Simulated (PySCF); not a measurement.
# Basis and Hamiltonian dependence of the excitation energy of W⁺

W⁺ [Xe] 4f14 5d4 6s1 (6D) → W⁺ [Xe] 4f14 5d3 6s2 (4F). All values are computed (PySCF 2.14, energy differences of UHF-based or UKS calculations, no spin-orbit coupling). Values in eV.

```json
{"basis": "aug-cc-pVDZ-PP with ECP60MDF", "Hamiltonian": "ECP", "functions": "54", "UHF": "2.505", "r2SCAN": "2.452", "PBE0": "2.126", "MP2 (valence)": "1.904", "CCSD(T) (valence)": "1.513"}
{"basis": "def2-TZVPPD with the def2 core potential (60 electrons)", "Hamiltonian": "ECP", "functions": "59", "UHF": "2.461", "r2SCAN": "2.414", "PBE0": "2.089", "MP2 (valence)": "1.874", "CCSD(T) (valence)": "1.524"}
{"basis": "x2c-TZVPPall", "Hamiltonian": "spin-free X2C", "functions": "97", "UHF": "2.473", "r2SCAN": "2.174", "PBE0": "1.970", "MP2 (valence)": "2.263", "CCSD(T) (valence)": "1.937"}
{"basis": "ANO-RCC-VTZP", "Hamiltonian": "spin-free X2C", "functions": "104", "UHF": "2.474", "r2SCAN": "2.193", "PBE0": "1.983", "MP2 (valence)": "1.927", "CCSD(T) (valence)": "1.518"}
{"basis": "aug-cc-pVTZ-PP with one added diffuse shell each of s, p, d, f, g type with ECP60MDF", "Hamiltonian": "ECP", "functions": "113", "UHF": "2.465", "r2SCAN": "2.426", "PBE0": "2.109", "MP2 (valence)": "1.810", "CCSD(T) (valence)": "n/a"}
{"basis": "x2c-TZVPPall with one added diffuse shell each of s, p, d, f type", "Hamiltonian": "spin-free X2C", "functions": "113", "UHF": "2.472", "r2SCAN": "2.174", "PBE0": "1.969", "MP2 (valence)": "2.250", "CCSD(T) (valence)": "1.927"}
{"basis": "aug-cc-pVQZ-PP with ECP60MDF", "Hamiltonian": "ECP", "functions": "135", "UHF": "2.458", "r2SCAN": "2.409", "PBE0": "2.103", "MP2 (valence)": "1.784", "CCSD(T) (valence)": "n/a"}
```

Frozen in the all-electron rows: valence: [Xe] 4f14; with a core potential, the same shells as far as they lie outside it.
